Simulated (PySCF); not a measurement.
Orbital energies and ionisation energy

SiH2Me(NCO), C₂H₅NOSi.
Cartesian coordinates in Å at the PBE0-D3(BJ)/def2-SVP level; atoms count from 1:
```xyz
10
C2H5NOSi angstrom
Si     0.7020    0.0191    0.4416
H      0.7520    0.0254    1.9329
H      2.0906   -0.0816   -0.0958
C     -0.1631    1.5405   -0.2064
H      0.3676    2.4497    0.1179
H     -1.1954    1.5906    0.1719
H     -0.1973    1.5340   -1.3064
N     -0.1600   -1.3958   -0.0513
C     -0.7474   -2.3931   -0.3519
O     -1.3244   -3.3656   -0.6481
```

Level: wB97X-D/def2-SVPD (PySCF). Frontier orbitals with their largest atomic shares (Löwdin; up to four atoms above 4 %):

| orbital | ε (eV) | main atoms |
| --- | --- | --- |
| HOMO−3 | -12.10 | Si1 27 %, H2 15 %, H3 15 %, N8 12 % |
| HOMO−2 | -12.00 | C4 29 %, Si1 22 %, N8 13 %, O10 11 % |
| HOMO−1 | -10.40 | ? |
| HOMO | -10.38 | ? |
| LUMO | 1.84 | Si1 33 %, C4 16 %, C9 15 %, N8 6 % |
| LUMO+1 | 2.06 | C9 32 %, Si1 20 %, H2 9 %, H3 9 % |
| LUMO+2 | 2.59 | C9 24 %, Si1 21 %, N8 20 %, O10 18 % |

**Question.** What vertical ionisation energy does ΔSCF give, and how far is −ε(HOMO) from it?

**Answer.** ΔSCF: 10.74 eV (1037 kJ/mol; threshold wavelength 115 nm); ⟨S²⟩ of the doublet left behind is 0.767, against 0.75 for a pure doublet. −ε(HOMO) is 10.38 eV, 0.36 eV below it. For the exact functional −ε(HOMO) would equal the first vertical ionisation energy; wB97X-D (range-separated hybrid) falls short of its own ΔSCF value by 3 %. Holes in the HOMO−1 and HOMO−2 were tried too where these lie within 1.2 eV of the HOMO; the lowest converged state counts.

**Question.** On which atoms does the HOMO lie?

**Answer.** HOMO: N8 34 %, O10 23 %, C4 13 %, C9 12 %; HOMO−1: N8 35 %, O10 24 %, Si1 12 %, C9 12 %. These 2 orbitals lie within 0.02 eV of one another. The HOMO−2 lies 1.62 eV lower.

**Question.** What kinetic energy would electrons from this vertical process carry with 118.2 nm light (10.49 eV)?

**Answer.** The photon is 0.25 eV short of the vertical value.

**Question.** What total energies stand behind the ΔSCF value?

**Answer.** E(N) = -498.43158 Eh and E(N − 1) = -498.03674 Eh at the same geometry, 0.39484 Eh apart.

Isolated species at its PBE0-D3(BJ)/def2-SVP geometry, gas phase.

wB97X-D is run here without its empirical dispersion term; that term would change no orbital, density or response property at a fixed geometry.
